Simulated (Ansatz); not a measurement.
Gas-phase electronic energies from Ansatz, PBE0-D4/def2-TZVP geometries. CCSD(T)/CBS is the MP2 limit (def2-TZVPP, def2-QZVPP) plus CCSD(T) − MP2 in def2-TZVPP, frozen cores. This one scheme is used for every species. Triplets are unrestricted, without spin–orbit coupling. One conformer a species, not always the lowest.

`[SiH3]CCS` → `[CH2]` (triplet) + `[SiH3]CS`  (formal loss of a carbene)

`[SiH3]CCS`:

Z-matrix (Å, degrees):
```
Si
C 1 1.882
H 1 1.488 2 110.4
H 1 1.487 2 110.4 3 120.3
H 1 1.488 2 110.1 3 -119.4
C 2 1.518 1 113.0 3 59.7
H 2 1.094 1 108.9 3 -177.7
H 2 1.095 1 108.3 3 -62.6
S 6 1.816 2 114.7 1 176.5
H 6 1.092 2 111.4 1 -59.3
H 6 1.093 2 110.9 1 59.3
H 9 1.343 6 96.7 2 62.8
```

`[CH2]` (triplet):

Cartesian coordinates in Å:
```
C 0.188 0.086 0.183
H -0.483 0.874 -0.126
H 0.295 -0.960 -0.057
```

`[SiH3]CS`:

```xyz
9

Si    0.572    0.901    0.167
C    -0.502   -0.409   -0.643
S    -1.245   -1.511    0.591
H    -0.257    1.753    1.055
H     1.232    1.751   -0.863
H     1.623    0.226    0.975
H    -1.345    0.073   -1.145
H     0.040   -0.982   -1.398
H    -0.118   -1.801    1.261
```

```json
{"species": "`[SiH3]CCS`", "CCSD(T)/def2-TZVPP energy (Eh)": "-767.65773"}
{"species": "`[CH2]` (triplet)", "CCSD(T)/def2-TZVPP energy (Eh)": "-39.07850"}
{"species": "`[SiH3]CS`", "CCSD(T)/def2-TZVPP energy (Eh)": "-728.41763"}
```

Q: Work out ΔE.

A: ΔE = (-39.07850) + (-728.41763) − (-767.65773) = 0.16160 Eh = +4.40 eV. CCSD(T)/CBS gives +4.51 eV.

Largest T1 diagnostic among the species: 0.011.

In def2-TZVPP, CCSD(T) changes the Hartree–Fock value by +1.42 eV (the triples alone add +0.12 eV) and MP2 by +1.55 eV. From PBE to PBE0 (25 % exact exchange), in def2-TZVPP and without D4, ΔE moves by −0.08 eV. At CCSD(T), def2-SVP lies −0.14 eV from the extrapolated value and def2-TZVPP −0.11 eV.
